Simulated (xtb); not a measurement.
xtb input (GFN1-xTB):

```bash
xtb mol.xyz --gfn 1 --opt tight --chrg 0 --uhf 0
```
mol.xyz:
```
2

In    -0.00000000    -0.00000000    -0.03725241
H      0.00000000     0.00000000     1.82536805
```

Output:

```
           -------------------------------------------------
          |                Calculation Setup                |
           -------------------------------------------------

           -------------------------------------------------
          |                 G F N 1 - x T B                 |
           -------------------------------------------------

        Reference                      10.1021/acs.jctc.7b00118
      * Hamiltonian:
        H0-scaling (s, p, d)           1.850000    2.250000    2.000000
        zeta-weighting                 0.000000
      * Dispersion:
        s8                             2.400000
        a1                             0.630000
        a2                             5.000000
        s9                             0.000000
      * Repulsion:
        kExp                           1.500000
        rExp                           1.000000
      * Coulomb:
        alpha                          2.000000
        third order                    atomic
        anisotropic                    false
      * Halogen bond correction:
        rad-scale                      1.300000
        damping                        0.440000

          ...................................................
          :                      SETUP                      :
          :.................................................:
          :  # basis functions                  12          :
          :  # atomic orbitals                  11          :
          :  # shells                            5          :
          :  # electrons                         4          :
          :  # halogen bonds                     0          :
          :  max. iterations                   250          :
          :  Hamiltonian                  GFN1-xTB          :
          :  restarted?                      false          :
          :  GBSA solvation                  false          :
          :  PC potential                    false          :
          :  electronic temp.          300.0000000     K    :
          :  accuracy                    1.0000000          :
          :  -> integral cutoff          0.2500000E+02      :
          :  -> integral neglect         0.1000000E-07      :
          :  -> SCF convergence          0.1000000E-05 Eh   :
          :  -> wf. convergence          0.2000000E-04 e    :
          :  Broyden damping             0.4000000          :
          :  net charge                          0          :
          :  unpaired electrons                  0          :
          ...................................................

 iter      E             dE          RMSdq      gap      omega  full diag
   1     -2.0379584 -0.203796E+01  0.379E+00    6.84       0.0  T
   2     -2.0455033 -0.754497E-02  0.147E+00    6.10       1.0  T
   3     -2.0467378 -0.123448E-02  0.119E-01    5.63       1.0  T
   4     -2.0467381 -0.261303E-06  0.116E-01    5.71       1.0  T
   5     -2.0467481 -0.100055E-04  0.311E-03    5.67      22.7  T
   6     -2.0467481 -0.796923E-08  0.194E-04    5.67     364.0  T
   7     -2.0467481 -0.218767E-10  0.149E-06    5.67   47508.7  T
[...]
   2     -2.0516805  0.888178E-15  0.199E-13    5.57  100000.0  T
   3     -2.0516805  0.888178E-15  0.145E-14    5.57  100000.0  T

   *** convergence criteria satisfied after 3 iterations ***

         #    Occupation            Energy/Eh            Energy/eV
      -------------------------------------------------------------
         1        2.0000           -0.6292977             -17.1241
         2        2.0000           -0.3428188              -9.3286 (HOMO)
         3                         -0.1382719              -3.7626 (LUMO)
         4                         -0.1382719              -3.7626
         5                         -0.1382719              -3.7626
         6                         -0.1382719              -3.7626
         7                         -0.1377786              -3.7491
       ...                                ...                  ...
        11                          0.2564019               6.9771
      -------------------------------------------------------------
                  HL-Gap            0.2045469 Eh            5.5660 eV
             Fermi-level           -0.2405454 Eh           -6.5456 eV

 SCC (total)                   0 d,  0 h,  0 min,  0.001 sec
 SCC setup                      ...        0 min,  0.000 sec ( 11.194%)
 Dispersion                     ...        0 min,  0.000 sec (  1.848%)
 classical contributions        ...        0 min,  0.000 sec (  0.699%)
 integral evaluation            ...        0 min,  0.000 sec ( 38.080%)
 iterations                     ...        0 min,  0.000 sec ( 18.029%)
 molecular gradient             ...        0 min,  0.000 sec ( 22.764%)
 printout                       ...        0 min,  0.000 sec (  6.134%)

         :::::::::::::::::::::::::::::::::::::::::::::::::::::
         ::                     SUMMARY                     ::
         :::::::::::::::::::::::::::::::::::::::::::::::::::::
         :: total energy              -2.051593679022 Eh    ::
         :: gradient norm              0.000061039695 Eh/a0 ::
         :: HOMO-LUMO gap              5.566004965395 eV    ::
         ::.................................................::
         :: SCC energy                -2.051680503307 Eh    ::
         :: -> electrostatic           0.016966010296 Eh    ::
         :: repulsion energy           0.000278624274 Eh    ::
         :: dispersion energy         -0.000191799989 Eh    ::
         :: halogen bond corr.         0.000000000000 Eh    ::
         :: add. restraining           0.000000000000 Eh    ::
         :: total charge              -0.000000000000 e     ::
         :::::::::::::::::::::::::::::::::::::::::::::::::::::

           -------------------------------------------------
          |                Property Printout                |
           -------------------------------------------------

    * Orbital Energies and Occupations

         #    Occupation            Energy/Eh            Energy/eV
      -------------------------------------------------------------
         1        2.0000           -0.6292977             -17.1241
         2        2.0000           -0.3428188              -9.3286 (HOMO)
         3                         -0.1382719              -3.7626 (LUMO)
         4                         -0.1382719              -3.7626
         5                         -0.1382719              -3.7626
         6                         -0.1382719              -3.7626
         7                         -0.1377786              -3.7491
         8                         -0.1327640              -3.6127
         9                         -0.1327640              -3.6127
        10                          0.0237646               0.6467
        11                          0.2564019               6.9771
      -------------------------------------------------------------
                  HL-Gap            0.2045469 Eh            5.5660 eV
             Fermi-level           -0.2405454 Eh           -6.5456 eV

  Mulliken/CM5 charges         n(s)   n(p)   n(d)
     1In    0.33425  0.31570   1.973  0.636  0.056
     2H    -0.33425 -0.31570   1.334  0.000  0.000

Wiberg/Mayer (AO) data.
largest (>0.10) Wiberg bond orders for each atom

 ---------------------------------------------------------------------------
     #   Z sym  total        # sym  WBO       # sym  WBO       # sym  WBO
 ---------------------------------------------------------------------------
     1  49 In   0.903 --     2 H    0.903
     2   1 H    0.903 --     1 In   0.903
 ---------------------------------------------------------------------------

Topologies differ in total number of bonds
Writing topology from bond orders to xtbtopo.mol

 dipole moment from electron density (au)
     X       Y       Z
   0.0000   0.0000  -1.7119  total (Debye):    4.351

           -------------------------------------------------
          |                Geometry Summary                 |
           -------------------------------------------------

      molecular mass/u    :      115.8260274
   center of mass at/Å    :        0.0000000       0.0000000      -0.1216536
  moments of inertia/u·Å² :        0.0000000E+00   0.4270613E+01   0.4270613E+01
rotational constants/cm⁻¹ :             Infinity   0.3947357E+01   0.3947357E+01

optimized geometry written to: xtbopt.xyz

           -------------------------------------------------
          | TOTAL ENERGY               -2.051593679022 Eh   |
          | GRADIENT NORM               0.000061039695 Eh/α |
          | HOMO-LUMO GAP               5.566004965395 eV   |
           -------------------------------------------------

------------------------------------------------------------------------
------------------------------------------------------------------------
 total:
 SCF:
 ANC optimizer:
Note: The following floating-point exceptions are signalling: IEEE_DIVIDE_BY_ZERO IEEE_DENORMAL
normal termination of xtb
```
